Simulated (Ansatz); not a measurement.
Gas-phase reaction in SMILES: O[Si](Br)(Br)Br [tribromo(hydroxy)silane] + 3 [SiH4] (SiH4) -> O[SiH3] [hydroxysilane] + 3 [SiH3]Br
Structures are relaxed separately at B3LYP-D3(BJ)/def2-TZVP in Ansatz (a program for electronic structure), one conformer each, not searched for the lowest.
Geometry of the first species:
SMILES: O[Si](Br)(Br)Br
```xyz
6

Si    -0.3854     0.0297    -0.2892
Br    -0.6666    -1.5689     1.2211
Br    -0.0672     1.9442     0.7825
Br     1.3425    -0.4252    -1.5709
O     -1.6718     0.1260    -1.2757
H     -2.5319     0.3209    -0.8897
```
Charge 0, spin multiplicity 1.

Property: bond separation energy (electronic energy difference), in kcal/mol. Valence correlation only, unless marked. Spin-orbit coupling is left out. The frozen core is the preceding noble-gas configuration, with the filled d and f shells of earlier blocks. Non-relativistic. CBS(X,Y): correlation extrapolated as X^-3; Hartree-Fock from the larger set.

| level | program | bond separation energy (kcal/mol) |
|---|---|---|
| BHLYP/def2-TZVPD | Ansatz | [?] |
| wB97X-V/def2-TZVPD | Ansatz | 5.0 |
| SCS-MP2/def2-TZVPP | Ansatz | 4.4 |
| CCSD/def2-QZVPP | Ansatz | 3.4 |
| CCSD(T)/CBS(def2-TZVPPD,def2-QZVPPD) | Ansatz | 4.6 |

Complete the blanks.


- BHLYP/def2-TZVPD, bond separation energy (kcal/mol): 1.4
